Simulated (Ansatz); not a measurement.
A saddle search, step by step

AlH6O4F, closed shell, CAM-B3LYP-D4/def2-SVP (Ansatz 0.2.0). Settings; a guess of the unstable mode was typed too, and convergence needs a confirmed negative curvature besides the force tolerance:

```yaml
hamiltonian: {xc: {name: CAM-B3LYP}, dispersion: d4}
saddle:
  f_tol: 0.1
  max_steps: 40
```

Start:

```
atom    x (Å)    y (Å)    z (Å)
 Al1  -0.4518  -0.3988   0.8433
  O2   1.1117  -0.5559   0.1626
  O3  -1.0333   0.8367  -0.3556
  O4  -1.1989  -1.9754   0.7318
  H5   1.5174   1.8393  -1.3830
  F6  -0.4761   0.3050   2.2932
  H7   1.2676   0.2136  -0.8274
  O8   1.0305   1.1395  -1.4944
  H9   1.3352  -1.6170  -0.0342
 H10  -1.6416   1.4997  -0.1053
 H11  -1.6611  -2.3854   1.3596
 H12   0.1185   1.1654  -1.0553
```

```
step  energy less the last (meV)  largest force component (eV/Å)
   1                      1318.7                           7.073
   2                       237.2                           3.171
   3                        99.7                           1.573
   4                       147.9                           1.135
   5                        35.5                           0.987
   6                        22.8                           0.803
   7                        12.3                           0.318
   8                         7.4                           0.179
   9                         5.5                           0.203
  10                         4.1                           0.141
  11                         2.3                           0.058
  12                         0.9                           0.017
  13                         0.5                           0.145
  14                         0.4                           0.141
  15                         0.1                           0.007
  16                         0.0                           0.021
```

Step 10, positions (Å) and forces (eV/Å):

| atom | x | y | z | Fx | Fy | Fz |
| --- | --- | --- | --- | --- | --- | --- |
| Al1 | -0.465 | -0.440 | 0.841 | 0.141 | -0.017 | 0.039 |
| O2 | 1.196 | -0.611 | 0.126 | -0.136 | 0.013 | 0.008 |
| O3 | -0.999 | 0.828 | -0.334 | -0.038 | 0.062 | -0.013 |
| O4 | -1.227 | -1.961 | 0.706 | 0.001 | -0.012 | 0.012 |
| H5 | 1.523 | 1.861 | -1.302 | 0.016 | -0.005 | 0.010 |
| F6 | -0.472 | 0.295 | 2.348 | 0.018 | -0.017 | -0.038 |
| H7 | 1.304 | 0.237 | -0.859 | -0.023 | -0.031 | 0.034 |
| O8 | 1.024 | 1.074 | -1.558 | 0.021 | 0.037 | -0.029 |
| H9 | 1.492 | -1.516 | -0.025 | 0.020 | 0.014 | 0.012 |
| H10 | -1.637 | 1.502 | -0.081 | -0.025 | -0.005 | -0.006 |
| H11 | -1.804 | -2.332 | 1.375 | -0.015 | -0.014 | -0.010 |
| H12 | -0.016 | 1.131 | -1.102 | 0.019 | -0.023 | -0.019 |

Last step (16):

```tsv
atom	x (Å)	y (Å)	z (Å)
Al1	-0.4504	-0.4428	0.8443
O2	1.1807	-0.6285	0.0929
O3	-0.9834	0.8326	-0.3292
O4	-1.2659	-1.9381	0.7267
H5	1.5409	1.8709	-1.2355
F6	-0.3919	0.2795	2.3552
H7	1.2998	0.2433	-0.8814
O8	1.0380	1.1050	-1.5452
H9	1.5113	-1.5242	-0.0341
H10	-1.7216	1.4289	-0.1725
H11	-1.8286	-2.3086	1.4083
H12	-0.0108	1.1486	-1.0938
```

The run took about 110 s on 8 CPU threads of an Arm Neoverse V2 (shared host).
